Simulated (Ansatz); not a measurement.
Geometry optimisation of Li₃PS₄.

```yaml
crystal:
  periodic: [false, false, false]
  atoms:
    - {symbol: Li, position_ang: [0.056400, 1.928490, -0.689570]}
    - {symbol: Li, position_ang: [1.381180, -1.376000, 0.633910]}
    - {symbol: Li, position_ang: [-0.341010, -0.660320, -1.321360]}
    - {symbol: P, position_ang: [-1.109990, -0.022270, 1.062540]}
    - {symbol: S, position_ang: [-0.770780, -1.962960, 0.533170]}
    - {symbol: S, position_ang: [-1.905670, 0.872090, -0.590510]}
    - {symbol: S, position_ang: [1.775350, 0.404030, -0.761470]}
    - {symbol: S, position_ang: [0.914510, 0.816920, 1.133280]}
basis:
  gaussian: {orbitals: def2-SVP}
hamiltonian: {xc: r2scan, dispersion: d4}
scf: {lower_state_search: "off"}
output: {orbitals: {seedname: orbitals}}
relax: {f_tol: 0.02, max_steps: 100}
```

```sh
$ ansatz run in.yaml --threads 4 --pin off --events-out ev --progress --plain --max-ram 8704MiB
```

It prints (some lines left out):

```
Functional definition: r2SCAN
mean field -53231.67074799 eV, -1956.2278182662 hartree, gradient 2.8e-6 eV, S^2 0.000000; 0 other end points of the search recorded, 0 dependent functions left out
relax step   1: F+E_penalty+E_count = -53231.76759178 eV  Δ(F+E_penalty+E_count) = +0.000e0 eV  max|allowed force component| = 1.847e0 eV/Å  Δτ_max = 0.0000 Å  (17 SCF iters, accepted)
mean field -53232.03999988 eV, -1956.2413880228 hartree, gradient 4.4e-6 eV, S^2 0.000000; 0 other end points of the search recorded, 0 dependent functions left out
relax step   2: F+E_penalty+E_count = -53232.13654428 eV  Δ(F+E_penalty+E_count) = -3.690e-1 eV  max|allowed force component| = 5.513e-1 eV/Å  Δτ_max = 0.1482 Å  (21 SCF iters, accepted)
mean field -53232.08494786 eV, -1956.2430398309 hartree, gradient 2.4e-6 eV, S^2 0.000000; 0 other end points of the search recorded, 0 dependent functions left out
relax step   3: F+E_penalty+E_count = -53232.18113805 eV  Δ(F+E_penalty+E_count) = -4.459e-2 eV  max|allowed force component| = 4.696e-1 eV/Å  Δτ_max = 0.0859 Å  (20 SCF iters, accepted)
mean field -53232.09983103 eV, -1956.2435867771 hartree, gradient 1.5e-6 eV, S^2 0.000000; 0 other end points of the search recorded, 0 dependent functions left out
relax step   4: F+E_penalty+E_count = -53232.19588287 eV  Δ(F+E_penalty+E_count) = -1.474e-2 eV  max|allowed force component| = 1.876e-1 eV/Å  Δτ_max = 0.0389 Å  (20 SCF iters, accepted)
mean field -53232.10489048 eV, -1956.2437727084 hartree, gradient 1.6e-6 eV, S^2 0.000000; 0 other end points of the search recorded, 0 dependent functions left out
relax step   5: F+E_penalty+E_count = -53232.20082774 eV  Δ(F+E_penalty+E_count) = -4.945e-3 eV  max|allowed force component| = 1.272e-1 eV/Å  Δτ_max = 0.0511 Å  (20 SCF iters, accepted)
mean field -53232.10819818 eV, -1956.2438942642 hartree, gradient 9.6e-7 eV, S^2 0.000000; 0 other end points of the search recorded, 0 dependent functions left out
relax step   6: F+E_penalty+E_count = -53232.20425622 eV  Δ(F+E_penalty+E_count) = -3.428e-3 eV  max|allowed force component| = 4.920e-2 eV/Å  Δτ_max = 0.0315 Å  (20 SCF iters, accepted)
mean field -53232.10831371 eV, -1956.2438985098 hartree, gradient 9.5e-7 eV, S^2 0.000000; 0 other end points of the search recorded, 0 dependent functions left out
relax step   7: F+E_penalty+E_count = -53232.20434435 eV  Δ(F+E_penalty+E_count) = -8.813e-5 eV  max|allowed force component| = 2.912e-2 eV/Å  Δτ_max = 0.0160 Å  (22 SCF iters, accepted)
mean field -53232.10874964 eV, -1956.2439145299 hartree, gradient 9.8e-7 eV, S^2 0.000000; 0 other end points of the search recorded, 0 dependent functions left out
relax step   8: F+E_penalty+E_count = -53232.20479595 eV  Δ(F+E_penalty+E_count) = -4.516e-4 eV  max|allowed force component| = 9.102e-3 eV/Å  Δτ_max = 0.0119 Å  (22 SCF iters, accepted)
Total energy: -53232.20483789 eV, -1956.2474457083 hartree
Atom 0 at     0.084529     2.098072    -0.656100 Å, force    -0.002404     0.003469     0.003609 eV/Å
Atom 1 at     1.495299    -1.429216     0.749025 Å, force    -0.000655    -0.001128     0.005449 eV/Å
Atom 2 at    -0.451574    -0.760937    -1.456833 Å, force    -0.000980    -0.001377    -0.002132 eV/Å
Atom 3 at    -1.217475    -0.043088     1.114126 Å, force     0.001026    -0.003291    -0.009102 eV/Å
Atom 4 at    -0.763180    -2.019075     0.520824 Å, force    -0.001631     0.006174     0.002297 eV/Å
Atom 5 at    -1.928670     0.894978    -0.640058 Å, force     0.001878    -0.002665     0.005957 eV/Å
Atom 6 at     1.767485     0.390735    -0.793623 Å, force     0.003248    -0.000057    -0.003483 eV/Å
Atom 7 at     1.013577     0.868512     1.162630 Å, force    -0.000481    -0.001125    -0.002595 eV/Å
Dipole moment:     0.795223     0.120658    -0.495529 e Å
Checks for a lower state left out: stability, starts, cluster_reference, orbital_swaps, neighbouring_geometries, increment
```

Run time 36 s (4 threads of Arm Neoverse N1 on a shared host).

Another isomer (singlet) lies 0.18 eV lower at PBE0-D4/def2-TZVP; other spin states weren't run for this one.
